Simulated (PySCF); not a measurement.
Cyclo-(SiCl2)3.
Cartesian coordinates in Å at the PBE0-D3(BJ)/def2-SVP level; atoms count from 1:
```xyz
9
Si3Cl6 angstrom
Si     0.660   -0.169    1.185
Cl     1.490    1.432    2.174
Cl     0.967   -1.929    2.202
Si    -1.335    0.210   -0.021
Cl    -2.238    2.057    0.059
Cl    -2.721   -1.308   -0.119
Si     0.708   -0.082   -1.174
Cl     1.604    1.529   -2.082
Cl     0.998   -1.811   -2.250
```

Computed at PBE0/pcSseg-1 (PySCF, non-relativistic), with Q(35Cl) = −0.0817 b: Cl2, 35Cl (I = 3/2): χzz = -44.86 MHz, η = 0.067; Cl3, 35Cl (I = 3/2): χzz = -44.89 MHz, η = 0.044.

Question: Find the zero-field quadrupole resonance frequencies of 35Cl at Cl2.

Answer: From ν = (|χ|/2)√(1 + η²/3): ν = 22.45 MHz (chlorine bonded to Si). For 37Cl the ratio of quadrupole moments, 0.7881, gives 17.69 MHz.

Question: Where would the pure quadrupole (NQR) lines of 35Cl at Cl3 fall for the rigid, isolated species?

Answer: From ν = (|χ|/2)√(1 + η²/3): ν = 22.45 MHz (chlorine bonded to Si). For 37Cl the ratio of quadrupole moments, 0.7881, gives 17.70 MHz.

Question: Apply the simplest Townes–Dailey estimate (no s hybridisation, no π bonding), ionic character = 1 − χzz/χ0, where χ0 is the coupling for one missing p electron along the bond: −109.74 MHz for 35Cl.

Answer: Cl2 on Si1: 1 − (-44.86)/(-109.74) = 0.59; Cl3 on Si1: 1 − (-44.89)/(-109.74) = 0.59. In this model a purely covalent bond gives χ0 and a free halide ion gives zero; s hybridisation or π bonding, where present, is counted here as ionic character.

In a crystal, neighbours and librations shift these lines. The small basis limits the accuracy of the gradients.

One conformer stands for the species.
